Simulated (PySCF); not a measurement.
This PySCF input asks for the NMR shieldings of `CC1=CP1CC(C)C`, C$_{7}$H$_{13}$P; the geometry comes from GFN2-xTB.

```python
import basis_set_exchange as bse
import numpy as np
from pyscf import gto, dft
from pyscf.prop import nmr

atoms = """
C     2.616007    0.016305    1.739352
C     2.207453   -0.690572    0.519194
C     2.527941   -1.057069   -0.696678
P     0.854356   -1.670889   -0.256664
C    -0.227669   -0.303152   -0.975964
C    -1.560014   -0.170723   -0.236501
C    -1.327552    0.266882    1.205973
C    -2.473431    0.818875   -0.956837
H     2.544876   -0.650141    2.598574
H     1.951083    0.861213    1.919472
H     3.639578    0.379538    1.648427
H     3.289355   -1.039199   -1.443810
H     0.320254    0.643762   -0.956668
H    -0.417087   -0.561780   -2.023419
H    -2.045881   -1.153841   -0.226515
H    -0.848235    1.244434    1.231288
H    -0.686683   -0.450502    1.716889
H    -2.269614    0.331435    1.745895
H    -2.006820    1.801473   -1.000763
H    -3.422319    0.912296   -0.432988
H    -2.674516    0.488598   -1.973620
"""
names = dict.fromkeys(["C", "P", "H"], "pcSseg-1")
basis = {el: gto.basis.parse(bse.get_basis(n, elements=[el], fmt="nwchem")) for el, n in names.items()}
mol = gto.M(atom=atoms, basis=basis, charge=0, verbose=0)
mf = dft.RKS(mol, xc="PBE0")
mf.grids.level = 2
mf.grids.alignment = dft.numint.BLKSIZE   # the property module wants whole blocks of grid points
mf.conv_tol = 1e-9
mf.kernel()

calc = nmr.RKS(mf)   # GIAO
C = mf.mo_coeff
Co = C[:, mf.mo_occ > 0]
resp = mf.gen_response(singlet=True, hermi=2)
def vind(x):   # induced exchange potential for any number of trial vectors
    d = np.einsum("pi,xij,qj->xpq", C, 2 * x.reshape(-1, C.shape[1], Co.shape[1]), Co, optimize=True)
    return np.einsum("xpq,pi,qj->xij", resp(d - d.transpose(0, 2, 1)), C, Co, optimize=True).ravel()
mo1, _ = nmr.rhf.solve_mo1(calc, with_cphf=vind)
sigma = calc.kernel(mo1)
for i, s in enumerate(sigma):   # ppm
    print("%2d %-2s %9.2f" % (i, mol.atom_pure_symbol(i), np.trace(s) / 3))
```

Question: What are the results?

Answer: 
```
 0 C     169.16
 1 C      37.78
 2 C      63.75
 3 P     524.38
 4 C     130.27
 5 C     157.80
 6 C     162.23
 7 C     159.30
 8 H      29.20
 9 H      29.27
10 H      28.85
11 H      24.02
12 H      31.78
13 H      30.00
14 H      30.15
15 H      31.42
16 H      29.87
17 H      30.63
18 H      31.14
19 H      30.55
20 H      30.69
```

These numbers come from an equivalent density-fitted implementation of the same equations, which agrees with the script to about 0.01 ppm for H and up to a few tenths of a ppm for heavy atoms, so last digits may differ.

Size and cost of the density-fitted run: 208 basis functions, 35 s wall time on 1 thread of an Arm Neoverse V1, shared host; peak memory 1 GiB.
